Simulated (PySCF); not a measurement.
A structure optimised at PBE0-D3(BJ)/def2-SVP, used in a PySCF frequency run:

```
B
F 1 1.3468
O 1 1.3617 2 119.33
H 3 0.9614 1 111.69 2 0.00
N 1 1.4008 2 119.38 3 180.00
H 5 1.0087 1 122.44 2 0.00
H 5 1.0089 6 115.31 1 180.00
```

### Question
Write its SMILES, formula and point group.

### Answer
NB(O)F, BFH₃NO, Cs

### Question
What are its rotational constants (standard atomic weights)?

### Answer
10.070, 9.3455, 4.8471 GHz
